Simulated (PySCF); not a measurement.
Species: C₆H₂FNOS.
Bonds: N1–C2 (triple), C2–C3, C3–C4 (aromatic), C4–S5 (aromatic), S5–C6 (aromatic), C6–C7, C7–O8 (double), C7–F9, C6–C10 (aromatic), C3–C10 (aromatic). Hydrogens: H11 on C4; H12 on C10.

Method: PySCF, TDDFT CAM-B3LYP/def2-SVPD, vertical, gas phase, core orbitals frozen in the response. The structure is a single GFN2-xTB conformer in the gas phase; no vibrational or solvent corrections. Torsions of this conformer, `[N:1]#[C:2][c:3]1[cH:4][s:5][c:6]([C:7](=[O:8])[F:9])[cH:10]1`: S5–C6–C7–O8 0°.

Q: List the vertical singlet excitations with oscillator strengths and describe the spectrum.

A: 

| state | E (eV) | ν̃ (cm⁻¹) | f | \|μ\| (D) | symmetry | main configurations (H = HOMO, L = LUMO) |
| --- | --- | --- | --- | --- | --- | --- |
| S1 | 4.91 | 39570 | 0.108 | 2.41 | A′ | H→L (91%) |
| S2 | 5.32 | 42910 | 0.131 | 2.55 | A′ | H-1→L (88%) |
| S3 | 5.40 | 43570 | 0.0000 | 0.04 | – | H-2→L (80%), H-2→L+1 (10%) |
| S4 | 6.39 | 51530 | 0.616 | 5.04 | A′ | H→L+1 (83%) |
| S5 | 6.45 | 52030 | 0.0000 | 0.01 | – | H→L+2 (67%) |
| S6 | 6.72 | 54240 | 0.0007 | 0.17 | – | H-1→L+2 (73%), H→L+2 (8%) |
| S7 | 6.73 | 54300 | 0.044 | 1.32 | A′ | H-1→L+1 (91%) |
| S8 | 6.80 | 54840 | 0.0013 | 0.23 | – | H-3→L (52%), H-3→L+1 (31%) |

Triplets, Tamm–Dancoff:

| state | E (eV) | λ (nm) | main configurations (H = HOMO, L = LUMO) |
| --- | --- | --- | --- |
| T1 | 3.30 | 375.7 | H→L (64%), H-1→L (27%) |
| T2 | 3.90 | 317.7 | H-1→L (68%), H→L (24%) |
| T3 | 4.85 | 255.7 | H→L+1 (80%) |

The lowest singlet comes at 253 nm (473 kJ/mol) in the ultraviolet; it is of moderate strength; its leading configuration is HOMO→LUMO (91%). The strongest level in the table is S4 at 6.39 eV (194 nm, f = 0.616). S6/S7 lie within about 0.01 eV of each other. Löwdin shares by element: HOMO carbon 53% or more, nitrogen 13% (atoms not listed hold the other 34%); LUMO carbon 44% or more, sulfur 17% (atoms not listed hold the other 39%). Of the 8 states listed, 4 reach f = 0.01 and 2 stay under 0.0005. The listed states span 1.89 eV, and the widest gap between neighbours is 0.99 eV (S3 to S4). The oscillator strengths of these states sum to 0.901; summed over the whole spectrum of an exact calculation they would give the number of electrons, 78 (Thomas–Reiche–Kuhn). Symmetry labels in Cs follow from the direction of the transition dipole and are given only for states with f of 0.002 or more. The window holds the lowest 8 singlets.
